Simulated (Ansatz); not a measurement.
`C[NH][InH][Cl]` → `[CH2]` (triplet) + `[NH2][InH][Cl]` at 700 K and 1 bar (formal loss of a carbene).

Program: Ansatz. Geometries: PBE0-D4/def2-TZVP. ΔE: electronic, gas phase. CCSD(T)/CBS is the MP2 limit (def2-TZVPP, def2-QZVPP) plus CCSD(T) − MP2 in def2-TZVPP, frozen cores. This one scheme is used for every species. Triplets are unrestricted, without spin–orbit coupling. def2 core potentials past Kr. For In outer-core shells are correlated without core-valence functions, which leaves a few kJ/mol of doubt a bond. Each species was taken in one conformer, which may not be the lowest.

```csv
species,CCSD(T)/CBS energy (Eh),H − E (kJ/mol),S (J/(mol·K))
`C[NH][InH][Cl]`,-745.39749,229.6,459.5
`[CH2]` (triplet),-39.09499,70.4,226.8
`[NH2][InH][Cl]`,-706.15182,138.8,400.0
```

H − E and S are ideal-gas, rigid-rotor, harmonic terms from PBE0-D4/def2-TZVP, for one conformer and one mirror image of each species, with the whole ground term of open shells counted as degenerate. 1 Eh = 2625.50 kJ/mol, R = 8.31446 J/(mol·K).

Task: By hand: ΔE, ΔH, ΔS and ΔG.

Result: ΔE = (-39.09499) + (-706.15182) − (-745.39749) = 0.15068 Eh = 395.6 kJ/mol. Δ(H − E) = 70.4 + 138.8 − 229.6 = -20.4, so ΔH = 375.2 kJ/mol. ΔS = 226.8 + 400.0 − 459.5 = 167.3 J/(mol·K). ΔG = 375.2 − 700 × (167.3)/1000 = 258.1 kJ/mol.

Task: By hand: the equilibrium constant, and the temperature at which ΔG would vanish if ΔH and ΔS stayed fixed.

Result: log₁₀ K = −ΔG/(RT ln 10) = -19.3. ΔG = 0 at ΔH/ΔS = 2243 K.

The number of gas molecules changes by +1, which sets the sign of ΔS. A doubt of 5 kJ/mol in ΔE shifts log₁₀ K by 0.4 here. Other conformers and mirror images would add mixing entropy, several J/(mol·K) or more a flexible species. A triplet takes part, so the spin changes. These are equilibria of isolated gas molecules and say nothing of rates. Largest T1 diagnostic: 0.015 (customary marks: 0.02 for closed shells, 0.045 for open ones).
